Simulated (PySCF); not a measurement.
C₂HF₅, charge +1, doublet, at a GFN2-xTB geometry (a state made from the parent by changing its charge; the spin is typed, not shown lowest); DF-PBE0/def2-SVP (PySCF).

PySCF was given this input:
```python
from pyscf import gto, scf, dft

mol = gto.Mole()
mol.atom = '''
    F     1.23800956   -1.23601556    0.52034499
    C     1.02696466   -0.18445344   -0.21020972
    F     1.57242578    0.87660154    0.30034638
    C    -0.71653643    0.09712544   -0.15651253
    F    -0.98326730    0.26981887    1.09638611
    F    -0.91782864    1.15425581   -0.87502986
    F    -1.25403533   -0.96967226   -0.65385338
    H     1.23969399   -0.33092755   -1.29341463
'''
mol.basis = 'def2-svp'
mol.charge = 1
mol.spin = 1
mol.verbose = 4
mol.build()

mf = dft.UKS(mol)
mf.xc = 'pbe0'
mf = mf.density_fit(auxbasis='def2-universal-jkfit')
mf.kernel()
```

Output, abridged:

```
PySCF version 2.14.0

[INPUT] verbose = 4
[INPUT] num. atoms = 8
[INPUT] num. electrons = 57
[INPUT] charge = 1
[INPUT] spin (= nelec alpha-beta = 2S) = 1
[INPUT] symmetry False subgroup None
[INPUT] Mole.unit = angstrom
[INPUT] Symbol           X                Y                Z      unit          X                Y                Z       unit  Magmom
[INPUT]  1 F      1.238009560000  -1.236015560000   0.520344990000 AA    2.339499007993  -2.335730894101   0.983309521390 Bohr   0.0
[INPUT]  2 C      1.026964660000  -0.184453440000  -0.210209720000 AA    1.940681947007  -0.348566484334  -0.397238799522 Bohr   0.0
[INPUT]  3 F      1.572425780000   0.876601540000   0.300346380000 AA    2.971454075406   1.656536830972   0.567572400705 Bohr   0.0
[INPUT]  4 C     -0.716536430000   0.097125440000  -0.156512530000 AA   -1.354057610974   0.183540481328  -0.295765816763 Bohr   0.0
[INPUT]  5 F     -0.983267300000   0.269818870000   1.096386110000 AA   -1.858105904241   0.509883767540   2.071869474677 Bohr   0.0
[INPUT]  6 F     -0.917828640000   1.154255810000  -0.875029860000 AA   -1.734444758882   2.181227358588  -1.653566786217 Bohr   0.0
[INPUT]  7 F     -1.254035330000  -0.969672260000  -0.653853380000 AA   -2.369783324229  -1.832415001988  -1.235603813821 Bohr   0.0
[INPUT]  8 H      1.239693990000  -0.330927550000  -1.293414630000 AA    2.342682119369  -0.625362436573  -2.444199416206 Bohr   0.0

nuclear repulsion = 359.350725889982
number of shells = 45
number of NR pGTOs = 175
number of NR cGTOs = 103
basis = def2-svp
ecp = {}

******** <class 'pyscf.df.df_jk.DFUKS'> ********
method = DFUKS
initial guess = minao
damping factor = 0
level_shift factor = 0
DIIS = <class 'pyscf.scf.diis.CDIIS'>
diis_start_cycle = 1
diis_space = 8
diis_damp = 0
SCF conv_tol = 1e-09
SCF conv_tol_grad = None
SCF max_cycles = 50
direct_scf = False
number electrons alpha = 29  beta = 28
XC library pyscf.dft.libxc version 7.1.2
    S. Lehtola, C. Steigemann, M. J. T. Oliveira, and M. A. L. Marques,  SoftwareX 7, 1–5 (2018)
XC functionals = pbe0
    C. Adamo and V. Barone,  J. Chem. Phys. 110, 6158 (1999)
    M. Ernzerhof and G. E. Scuseria,  J. Chem. Phys. 110, 5029 (1999)
radial grids:
    Treutler-Ahlrichs [JCP 102, 346 (1995); DOI:10.1063/1.469408] (M4) radial grids

becke partition: Becke, JCP 88, 2547 (1988); DOI:10.1063/1.454033
pruning grids: <function nwchem_prune>
grids dens level: 3
symmetrized grids: False
atomic radii adjust function: <function treutler_atomic_radii_adjust>
small_rho_cutoff = 0
Set gradient conv threshold to 3.16228e-05
tot grids = 109360
******** <class 'pyscf.df.df.DF'> ********
auxbasis = def2-universal-jkfit
init E= -576.106898933876

cycle= 1 E= -574.304911154124  delta_E=  1.8  |g|= 0.865  |ddm|= 2.13
cycle= 2 E= -573.82238355881  delta_E= 0.483  |g|= 1.52  |ddm|=  1.5
cycle= 3 E= -574.590617766573  delta_E= -0.768  |g|= 0.0724  |ddm|= 0.94
cycle= 4 E= -574.591831087866  delta_E= -0.00121  |g|= 0.0407  |ddm|= 0.0685
cycle= 5 E= -574.592298100591  delta_E= -0.000467  |g|= 0.0148  |ddm|= 0.0319
cycle= 6 E= -574.592370377727  delta_E= -7.23e-05  |g|= 0.00192  |ddm|= 0.00999
cycle= 7 E= -574.592372669152  delta_E= -2.29e-06  |g|= 0.000516  |ddm|= 0.00233
cycle= 8 E= -574.592372936489  delta_E= -2.67e-07  |g|= 0.000209  |ddm|= 0.000944
cycle= 9 E= -574.592372949745  delta_E= -1.33e-08  |g|= 0.00014  |ddm|= 0.000221
cycle= 10 E= -574.592372957159  delta_E= -7.41e-09  |g|= 3.08e-05  |ddm|= 0.000116
cycle= 11 E= -574.592372957503  delta_E= -3.44e-10  |g|= 1.9e-05  |ddm|= 3.99e-05
Extra cycle  E= -574.592372957429  delta_E= 7.44e-11  |g|= 2.53e-05  |ddm|= 3.21e-05
converged SCF energy = -574.592372957429  <S^2> = 0.75224028  2S+1 = 2.002239
```
